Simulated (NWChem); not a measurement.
Molecule: BH₃S₂O; SMILES OB(S)S

```xyz
7

B      0.3963     0.0225     0.0000
O      1.7466     0.1183     0.0000
H      2.2169    -0.7194     0.0000
S     -0.5518    -1.5394     0.0000
H      0.4970    -2.3919     0.0000
S     -0.5058     1.6009     0.0000
H     -1.7458     1.0686     0.0000
```
Atoms are numbered in this order, from 1.

Results from NWChem. Pople sets run with spherical d functions. Structure relaxed at the PBE0/def2-SVP level. Total energies compare along this basis series because the functional is fixed.

```
level                    basis functions  energy (Ha)  highest occupied level (eV)  orbital gap (eV)  dipole (D)
-----------------------  ---------------  -----------  ---------------------------  ----------------  ----------
Hartree-Fock/STO-3G                   31    -886.4131                        -7.09             15.84        2.19
Hartree-Fock/3-21G                    50    -891.9457                       -10.44             14.43        3.37
Hartree-Fock/6-31G*                   70    -896.4138                       -10.18             14.01        2.75
Hartree-Fock/6-31+G*                  86    -896.4195                       -10.23             11.32        2.76
Hartree-Fock/6-311G**                106    -896.5056                       -10.20             13.05        2.71
Hartree-Fock/6-311++G**              125    -896.5111                       -10.21             11.09        2.66
```
